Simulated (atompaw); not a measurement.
**u(r) = r·R(r): atom against pseudo-atom (silicon (Si))**

Columns: radius, all-electron u(r) and pseudo u(r) of the 3s shell (level -10.81 eV) of silicon in the configuration [He] 2s2 2p6 3s2 3p2; PBE, scalar-relativistic, PAW (atompaw) scheme, atompaw 4.2.0.5.

| r (bohr) | all-electron | pseudo |
| --- | --- | --- |
| 0.035 | 0.1584 | -0.0499 |
| 0.069 | 0.1717 | -0.0972 |
| 0.104 | 0.1139 | -0.1436 |
| 0.138 | 0.0291 | -0.1853 |
| 0.173 | -0.0638 | -0.2238 |
| 0.208 | -0.1492 | -0.2568 |
| 0.242 | -0.2186 | -0.2830 |
| 0.277 | -0.2734 | -0.3032 |
| 0.312 | -0.3109 | -0.3162 |
| 0.346 | -0.3317 | -0.3216 |
| 0.381 | -0.3385 | -0.3197 |
| 0.415 | -0.3329 | -0.3107 |
| 0.450 | -0.3164 | -0.2944 |
| 0.485 | -0.2909 | -0.2714 |
| 0.519 | -0.2591 | -0.2431 |
| 0.554 | -0.2208 | -0.2088 |
| 0.588 | -0.1795 | -0.1709 |
| 0.623 | -0.1339 | -0.1283 |
| 0.658 | -0.0862 | -0.0829 |
| 0.692 | -0.0386 | -0.0369 |
| 0.727 | 0.0108 | 0.0115 |
| 0.762 | 0.0601 | 0.0603 |
| 0.796 | 0.1074 | 0.1074 |
| 0.831 | 0.1550 | 0.1550 |
| 0.865 | 0.2000 | 0.2000 |
| 0.900 | 0.2448 | 0.2448 |

Task: How many radial nodes do the two functions have?

Result: The all-electron 3s function has n − l − 1 = 2; the pseudo-wave has 1, since 1 lower shell of the same l stays in the valence.

Task: Is the pseudo-wave norm-conserving?

Result: No, it belongs to a PAW set: the norm inside the radius is not constrained, and the difference is carried by the augmentation charge.
